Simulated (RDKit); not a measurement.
RDKit input (UFF):

```python
from rdkit import Chem
from rdkit.Chem import AllChem, rdDetermineBonds

mol = Chem.MolFromXYZFile('mol.xyz')
rdDetermineBonds.DetermineBonds(mol, charge=-1)
print('SMILES', Chem.MolToSmiles(Chem.RemoveHs(mol)))
ff = AllChem.UFFGetMoleculeForceField(mol)
e0 = ff.CalcEnergy()
flag = ff.Minimize(maxIts=5000, forceTol=1e-5)
print(f'energy {e0:.4f} -> {ff.CalcEnergy():.4f} kcal/mol, converged: {flag == 0}')
print(Chem.MolToXYZBlock(mol))
```
mol.xyz:
```
10

C     -1.69234700    -0.53378700     0.23429200
C     -0.49562900     0.34295500     0.52034300
Si     1.06460100     0.14640400    -0.29599700
H     -2.33626100    -0.23971700    -0.62452400
H     -2.37955900    -0.60681300     1.09517800
H     -1.38080000    -1.56586600     0.01638800
H     -0.73623000     1.35053000     0.86525100
H      1.57419500    -1.28146100    -0.26899000
H      2.14229600     1.00053100     0.32530900
H      1.33981000     0.43812200    -1.79246100
```

Output:

```
SMILES C[CH-][SiH3]
energy 15.1561 -> 0.0477 kcal/mol, converged: True
10

C     -1.583156   -0.570148    0.258254
C     -0.421317    0.258551    0.784297
Si     1.071268    0.118362   -0.339017
H     -1.890686   -0.212984   -0.747831
H     -2.444708   -0.473003    0.950993
H     -1.294767   -1.641057    0.201141
H     -0.721724    1.324412    0.864658
H      1.485417   -1.289549   -0.431909
H      2.174475    0.918767    0.212422
H      0.725274    0.617546   -1.678218
```

The dipole moment of an ion depends on the origin.

The geometry given is a B3LYP-D3(BJ)/def2-TZVP minimum.
